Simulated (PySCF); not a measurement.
Gas-phase reaction: 2 SiO(OH)₂ + SiH₄ + SiOF₂ → 2 SiHF + Si₂O(OH)₆. Level: PBE0/def2-TZVP; standard pressure 1 bar.

Method: PySCF energies plus ideal-gas RRHO corrections (1 bar). All species are closed-shell singlets. No R ln 2 is added for the mirror-image form of Si₂O(OH)₆. SiO(OH)₂, SiOF₂, SiHF, Si₂O(OH)₆: computed as isolated molecules; such fragments, hydroxides, amides, oligomers or adducts are transient or little studied in the gas. The harmonic model lacks anharmonicity and excited electronic states, which grow with temperature; levels with a mode under 35 cm⁻¹ are left out. Internal rotation in SiO(OH)₂, Si₂O(OH)₆ is treated as a harmonic vibration of one conformer, which makes the entropy rough.

| T (K) | 1000/T (1/K) | log10 K |
|---|---|---|
| 600 | 1.6667 | 16.71 |
| 800 | 1.2500 | ? |
| 1000 | 1.0000 | 7.66 |
| 1200 | 0.8333 | 5.45 |
| 1400 | 0.7143 | 3.89 |
| 1600 | 0.6250 | 2.73 |

Task: Fit log10 K = a + b·(1000/T) to the five rows, get the mean ΔH° and ΔS°, and predict log10 K at 800 K.

Result: Means: 1000/T = 0.9679, log10 K = 7.288. Sums of products about the means: Sxy = 9.26810, Sxx = 0.689362, so b = Sxy/Sxx = 13.44 and a = 7.288 − (13.44)×0.9679 = -5.72.
ΔH° = −R ln 10 × 1000 K × b = −19.145 × (13.44) = -257 kJ; ΔS° = R ln 10 × a = -110 J/K. The run's own values go from -263 kJ and -119 J/K at 600 K to -247 kJ and -102 J/K at 1600 K.
Prediction at 800 K: -5.72 + (13.44)×1.2500 = 11.08. The computed value is 11.02, 0.06 from the line.
For scale, ΔH°(298 K) is -270 kJ at this level, -306 kJ at ωB97M-V/def2-TZVP†, and runs from -352 to 110 kJ over the 18 levels computed († marks an energy on the PBE0/def2-TZVP geometry).
